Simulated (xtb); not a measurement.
Si(H)(F)(Me)(OH) (CH₅FOSi), SMILES C[SiH](O)F. All values are semi-empirical tight-binding results from xtb (GFN2-xTB unless named), good for trends rather than for accurate numbers. Geometry: GFN2-xTB. The values are those of a single conformer.

- orbital gap: 7.11 eV
- dipole moment: 1.96 D
- zero-point energy: 38.2 kcal/mol
- G − E(el) at 298.15 K (modified RRHO): 19.6 kcal/mol
- static polarisability (D4 model): 52.1 bohr³
- solvation energy, GFN2-xTB/ALPB(water): -4.4 kcal/mol
- solvation energy, GFN2-xTB/ALPB(hexane): -1.5 kcal/mol
